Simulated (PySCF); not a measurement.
C₈H₉O (doublet state).
Z-matrix (Å and degrees, GFN2-xTB geometry), rows numbered from 1:
```
C 
C   1  1.3781
C   2  1.4255  1  120.14
C   3  1.3697  2  121.75  1  -179.95
C   4  1.3927  3  120.11  2     0.03
C   5  1.3906  4  119.62  3    -0.21
C   6  1.3777  5  121.71  4     0.42
C   7  1.5071  2  120.52  1    -0.21
O   8  1.4144  7  113.80  2   -59.77
H   1  1.0729  2  122.15  3  -178.52
H   1  1.0759  2  120.37  3     0.11
H   3  1.0803  2  117.89  1     0.03
H   4  1.0805  3  120.20  2  -179.94
H   5  1.0792  4  120.36  3   179.85
H   6  1.0820  5  119.06  4   179.98
H   8  1.0947  7  110.29  2    58.12
H   8  1.1001  7  109.29  2   176.89
H   9  0.9631  8  108.57  7   -54.75
```

The hyperfine couplings belong to this conformer and change with its torsions.

The species is `OCc1c([CH2])cccc1` [radical].

Computed, not measured: UKS B3LYP, pcH-1 on C H O, non-relativistic, mean-field spin-orbit, GIAO in PySCF. Geometry: GFN2-xTB, one conformer, isolated molecule. Couplings are sensitive to structure, and on GFN2-xTB geometries they can be far from those on DFT ones. Stability of the SCF solution: not tested. ⟨S²⟩ is 0.781 where a pure state has 0.75.

Problem. Break the g tensor into its mass correction, gauge correction and orbital-Zeeman/spin–orbit terms.

Solution. 
| Δg (ppm) | 1 | 2 | 3 |
| --- | --- | --- | --- |
| relativistic mass correction | -142 | -142 | -142 |
| gauge correction | 3 | 30 | 30 |
| orbital Zeeman/spin–orbit | 246 | 471 | 695 |
| total | 106 | 359 | 582 |

So g = 2.00243, 2.00268, 2.00290 and g_iso = 2.00267; the tensor is rhombic: the two nearest values differ by 47 % of g3 − g1. Axes: g2 points within 12° of the C1–H11 bond.

Problem. At 9.497 GHz, how far is the centre of the isotropic spectrum from where a free electron (g = 2.002319) resonates?

Solution. B = hν/(g μB) with μB/h = 13.99624 MHz/mT gives 338.88 mT for the free electron and 338.82 mT at g_iso, 0.06 mT lower.

Problem. What are the electron Larmor frequencies g μB B/h along the three axes at 330 mT?

Solution. 9.2487, 9.2499, 9.2509 GHz for g1, g2 and g3, a range of 2.2 MHz.

Problem. In a frozen sample, at which fields do the three g values resonate at 9.5, 34, 94 and 263 GHz (hyperfine left aside), and which band first spreads them over more than twice a line width of 0.3 mT?

Solution. 
```json
{"band": "X", "GHz": "9.5", "B(g3) mT": "338.89", "B(g2) mT": "338.92", "B(g1) mT": "338.97", "spread mT": "0.08"}
{"band": "Q", "GHz": "34.0", "B(g3) mT": "1212.85", "B(g2) mT": "1212.99", "B(g1) mT": "1213.14", "spread mT": "0.29"}
{"band": "W", "GHz": "94.0", "B(g3) mT": "3353.18", "B(g2) mT": "3353.55", "B(g1) mT": "3353.98", "spread mT": "0.80"}
{"band": "J", "GHz": "263.0", "B(g3) mT": "9381.77", "B(g2) mT": "9382.81", "B(g1) mT": "9384.00", "spread mT": "2.23"}
```

The spread grows in proportion to the frequency. W band is the first where it exceeds 0.6 mT.

Largest spin populations (Mulliken): C1 (+0.74), C5 (+0.30), C3 (+0.26) and C7 (+0.25). Four atoms exceed +0.15. The positive populations add up to 1.58 and the negative ones to -0.58, together 2S = 1. The angles at C1 add up to 360.0°, so it is planar; its axial dipolar tensor and the negative couplings of its protons fit spin in a p orbital normal to that plane.

The HOMO–LUMO gaps are 4.66 eV among the α and 4.47 eV among the β orbitals.
